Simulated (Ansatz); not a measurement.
Ideal-gas functions of CF$_{3}$NSi (`N#C[Si](F)(F)F`) at 600 K and 1 bar, from an Ansatz frequency run at PBE0-D4/def2-TZVP.

Molar mass 111.1 g/mol, point group C3v (symmetry number 3), electronic degeneracy 1, moments of inertia 123.977, 230.066, 230.067 u Å². Harmonic wavenumbers (cm⁻¹, unscaled): 142, 142, 291, 291, 351, 412, 412, 628, 891, 1032, 1032, 2360.

Use S(trans) = R[1.5 ln M + 2.5 ln T − 1.1517]; rotational temperatures θ = 24.2544 K / I; S(rot) = R[ln(√π/σ · √(T³/θAθBθC)) + 1.5]; for each mode x = 1.438777 ν̃/T, S = R[x/(eˣ − 1) − ln(1 − e⁻ˣ)] and H = RT x/(eˣ − 1); 1 cm⁻¹ = 0.0119627 kJ/mol; R = 8.31446 J/(mol·K).

**Question.** By hand: the entropy, in J/(mol·K).

**Answer.** Translation 182.1. Rotation: θ = 0.1956, 0.1054, 0.1054 K, giving 113.4. Vibration, mode by mode: 17.31, 17.31, 11.47, 11.47, 9.99, 8.75, 8.75, 5.65, 3.42, 2.62, 2.62, 0.19, in all 99.6. Electronic 0.0. Sum 395.1 J/(mol·K).

**Question.** By hand: H − E and G − E in kJ/mol, counted from the electronic energy.

**Answer.** Zero-point energy ½ × 7984 × 0.0119627 = 47.8; thermal vibration 30.2; translation, rotation and pV give 4 RT = 20.0. H − E = 98.0 kJ/mol, and G − E = 98.0 − 600 × 395.1/1000 = -139.1 kJ/mol.

Vibration gives 25 % of the entropy, 34.6 J/(mol·K) of it from the modes under 150 cm⁻¹: soft modes count most, and the harmonic formula is weakest for them.
